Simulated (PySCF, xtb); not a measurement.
BFH, SMILES [BH]F (connectivity only; charge and spin as stated), charge +1, multiplicity 1.

Harmonic wavenumbers (cm⁻¹) from GFN2-xTB (xtb) at its own minimum, in rising order: 613, 613, 1755, 2614.

Question: What does PySCF 2.14.0 with PBE-D3(BJ)/def2-TZVPD give at its own minimum? (Estimate from the structure and the level; the computed values follow.)

Answer: 713, 713, 1597, 2777. Paired by order, the mean absolute difference is 130 cm⁻¹ and the zero-point energies are 8.0 and 8.3 kcal/mol.
